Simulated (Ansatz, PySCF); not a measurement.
Energy difference R1 → P1, each structure at its B3LYP-D3(BJ)/def2-TZVP stationary point, reached from a drawn start; harmonic modes at that level show minima.
R1, C2H4F2 (SMILES FCCF) (charge 0, multiplicity 1):
```json
[
 {"atom": "F", "x (Å)": "-1.3540", "y (Å)": "0.8489", "z (Å)": "-0.7513"},
 {"atom": "C", "x (Å)": "-0.7436", "y (Å)": "-0.1078", "z (Å)": "0.0526"},
 {"atom": "C", "x (Å)": "0.7518", "y (Å)": "-0.0070", "z (Å)": "-0.0440"},
 {"atom": "F", "x (Å)": "1.2105", "y (Å)": "1.1358", "z (Å)": "0.6026"},
 {"atom": "H", "x (Å)": "-1.0686", "y (Å)": "-1.0946", "z (Å)": "-0.2897"},
 {"atom": "H", "x (Å)": "-1.0764", "y (Å)": "0.0536", "z (Å)": "1.0800"},
 {"atom": "H", "x (Å)": "1.2110", "y (Å)": "-0.8753", "z (Å)": "0.4373"},
 {"atom": "H", "x (Å)": "1.0692", "y (Å)": "0.0464", "z (Å)": "-1.0875"}
]
```
P1, C2H4F2 (SMILES FCCF) (charge 0, multiplicity 1):
```xyz
8

F     -1.3695     0.8808    -0.7215
C     -0.7497    -0.0833     0.0698
C      0.7498     0.0833    -0.0699
F      1.3695    -0.8804     0.7220
H     -1.0679    -1.0689    -0.2742
H     -1.0653     0.0640     1.1041
H      1.0655    -0.0645    -1.1040
H      1.0678     1.0691     0.2738
```

```
level                          reaction energy (meV)  minus CCSD(T)/CBS(cc-pVTZ, cc-pVQZ)
-----------------------------  ---------------------  -----------------------------------
HF/cc-pVDZ                                     -11.0                                -43.8
PBE-D4/def2-TZVPP                               58.1                                 25.3
BLYP/def2-TZVPP                                 44.2                                 11.4
BLYP-D3(BJ)/def2-TZVPP                          44.7                                 11.9
r2SCAN-D3(BJ)/def2-TZVPP                        53.0                                 20.2
r2SCAN-D4/def2-TZVPP                            53.3                                 20.5
B3LYP/def2-TZVPP                                40.5                                  7.7
B3LYP-D4/def2-TZVPP                             43.0                                 10.2
BHLYP/def2-TZVPP                                32.6                                 -0.2
M06-2X/def2-TZVPP                               36.9                                  4.1
CAM-B3LYP-D3(BJ)/def2-TZVPP                     41.8                                  9.0
wB97X-V/def2-TZVPP                              40.6                                  7.8
wB97M-V/def2-TZVPP                              45.0                                 12.2
B2PLYP-D3(BJ)/def2-TZVPP                        37.3                                  4.5
MP2/cc-pVDZ                                     12.0                                -20.8
SCS-MP2/cc-pVDZ                                  3.5                                -29.3
CCSD/cc-pVDZ                                     4.5                                -28.3
CCSD/cc-pVTZ                                    24.8                                 -8.0
CCSD/cc-pVQZ                                    30.1                                 -2.7
CCSD(T)/CBS(cc-pVTZ, cc-pVQZ)                   32.8                                  0.0
```

 The comparison column counts from a level with limits of its own.

P less R. No zero-point or thermal terms. One arrangement of each flexible species, with no search for the lowest.

Cores are frozen in the correlated methods. CBS: X⁻³ extrapolation of the correlation energy, Hartree–Fock from the larger set.

Run with Ansatz (a quantum-chemistry and plane-wave program); PySCF for M06-2X and the D3/D4 terms. No computed number here is a measurement.
